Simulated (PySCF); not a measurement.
Two species compared at the same levels of theory.

First species: C7H10FNO.
InChI=1S/C7H10FNO/c1-2-10-6-3-5(4-9)7(6)8/h5-7H,2-3H2,1H3/t5-,6-,7-/m1/s1

Second species: C5H7NO2S.
Cartesian coordinates in Å at the GFN2-xTB level; atoms count from 1:
```
atom  x, y, z in Å
N1     2.589    0.626   -0.189
C2     1.784   -0.401    0.168
O3     2.192   -1.523    0.367
C4     0.340   -0.037    0.316
C5    -0.129    1.107    0.791
S6    -1.947    1.222    0.768
O7    -2.256    1.828   -0.530
C8    -2.003   -0.626    0.567
C9    -0.686   -1.066   -0.051
H10    3.570    0.445   -0.326
H11    2.223    1.529   -0.431
H12    0.437    1.963    1.109
H13   -2.872   -0.880   -0.033
H14   -2.122   -1.016    1.576
H15   -0.762   -1.110   -1.142
H16   -0.367   -2.050    0.297
```

Levels: PBE0/pcSseg-1 for dipole moment, HOMO energy, LUMO energy and HOMO–LUMO gap; GFN2-xTB for rotational constant A and rotational constant C. Geometries: GFN2-xTB. Each species is one conformer at its optimised geometry, gas phase, non-relativistic unless stated. Electronic properties by PySCF.

The conformers computed, where there is a choice (atom-mapped SMILES and torsion angles):
- `[CH3:1][CH2:2][O:3][C@@H:4]1[CH2:5][C@H:6]([C:7]#[N:8])[C@H:9]1[F:10]`: C1–C2–O3–C4 179°, C2–O3–C4–C5 180°
- `[NH2:1][C:2](=[O:3])[C:4]1=[CH:5][S@@:6](=[O:7])[CH2:8][CH2:9]1`: N1–C2–C4–C5 -36°, H–N1–C2–O3 2°, H–N1–C2–O3 174°

| property | column X | column Y |
| --- | --- | --- |
| dipole moment | 4.28 D | 1.82 D |
| HOMO energy | -7.84 eV | -6.73 eV |
| LUMO energy | 0.50 eV | -1.55 eV |
| HOMO–LUMO gap | 8.34 eV | 5.18 eV |
| rotational constant A | 2.356 GHz | 3.148 GHz |
| rotational constant C | 0.635 GHz | 0.750 GHz |

Problem. Which column belongs to which species?

Solution. Column X is the first species and column Y the second. The first has 20 atoms and 76 electrons, the second 16 and 76.

Problem. How does each property change from the first species to the second?

Solution. dipole moment -2.46 D; HOMO energy +1.11 eV; LUMO energy -2.05 eV; HOMO–LUMO gap -3.16 eV; rotational constant A +0.792 GHz; rotational constant C +0.115 GHz.

On the first: A dipole of 4.28 D is allowed in C1, and pure rotational transitions are dipole-allowed. In atomic units the dipole is 1.68 e·bohr (1 au = 2.5417 D).

On the second: The dipole matches unit charges of opposite sign 0.38 Å apart (1 e·Å = 4.8032 D).
